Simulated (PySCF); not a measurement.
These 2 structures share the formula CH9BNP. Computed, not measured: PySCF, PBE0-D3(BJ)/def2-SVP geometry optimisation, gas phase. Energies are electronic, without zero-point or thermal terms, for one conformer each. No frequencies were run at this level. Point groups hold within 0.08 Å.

Question: Rank from lowest to highest electronic energy at this level (kcal/mol).
A. `[CH3:1][B@@H-:2]([NH3+:3])[PH2:4]` with C1–B2–P4–H -21° and 74°
B. `[CH3:1][NH2+:2][BH2-:3][PH2:4]` with C1–N2–B3–P4 172°, N2–B3–P4–H 105° and -159°

Answer: A (0.0), B (11.5).

```tsv
SMILES	E (Eh)	E rel (kcal/mol)	dipole (D)	point group	A, B, C (MHz)
C[B@@H-]([NH3+])P	-464.02660	0.0	5.35	C1	6832, 3662, 2653
C[NH2+][BH2-]P	-464.00827	11.5	5.53	–	19842, 2178, 2079
```

Question: How do the relative energies change in single points at B3LYP/pcSseg-2 (no added dispersion term) on the same geometries?

Answer: 
| SMILES | PBE0-D3(BJ)/def2-SVP (kcal/mol) | B3LYP/pcSseg-2 (kcal/mol) | shift |
| --- | --- | --- | --- |
| C[B@@H-]([NH3+])P | 0.0 | 0.0 | 0.0 |
| C[NH2+][BH2-]P | 11.5 | 11.0 | -0.5 |

Each column counts from its own lowest isomer. The order is unchanged; the largest shift is 0.5 kcal/mol.
